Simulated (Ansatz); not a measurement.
Computed with Ansatz on PBE0-D4/def2-TZVP structures; ΔE is electronic, products minus reactants. CCSD(T)/CBS is the MP2 limit (def2-TZVPP, def2-QZVPP) plus CCSD(T) − MP2 in def2-TZVPP, frozen cores. This one scheme is used for every species, atoms too. Functionals use def2-TZVPP. No spin–orbit coupling; open shells (•) take unrestricted orbitals. Spin–orbit coupling would lower the free atoms: a little for Cl, O; strongly for Sn. Elements past krypton have def2 core potentials. For Sn outer-core shells are correlated without core-valence functions, so the limit isn't a true one: a few kJ/mol of doubt a bond, and 10 to 20 or more in all where bonds break to atoms. Each species was taken in one conformer, which may not be the lowest.

`[OH][Sn]([OH])[Cl]`• → Cl• + 2 H• + 2 O• + Sn•  (atomization)

`[OH][Sn]([OH])[Cl]`•:

Cartesian coordinates in Å:
```
O -0.300 -0.382 -1.409
Sn -0.556 -0.233 0.538
O 1.271 -0.469 1.207
Cl -1.242 1.954 1.056
H -1.001 0.018 -1.932
H 1.828 -0.887 0.540
```

```json
{"level": "PBE-D4", "ΔE (eV)": "20.11"}
{"level": "HF/def2-TZVPP", "ΔE (eV)": "12.13"}
{"level": "HF/CBS(def2)", "ΔE (eV)": "12.24"}
{"level": "CCSD/CBS(def2)", "ΔE (eV)": "19.16"}
```

Task: What does CCSD(T)/CBS give? (Best estimate.)

Result: Computed: +19.68 eV. The listed levels differ from it by 0.43, -7.55, -7.44, -0.52 eV.

Largest T1 diagnostic among the species: 0.018.

In def2-TZVPP, CCSD(T) changes the Hartree–Fock value by +6.63 eV (the triples alone add +0.52 eV) and MP2 by +7.31 eV; breaking electron pairs costs correlation energy, which Hartree–Fock lacks. From PBE to PBE0 (25 % exact exchange), in def2-TZVPP and without D4, ΔE moves by −0.91 eV: exact exchange takes away binding that semilocal exchange gives to molecules.

For atomizations the MP2-based limit and the directly extrapolated one differ by several kJ/mol either way, and by 10 to 25 for some Ge, Se and Sn compounds, so smaller differences from it don't rank the levels.
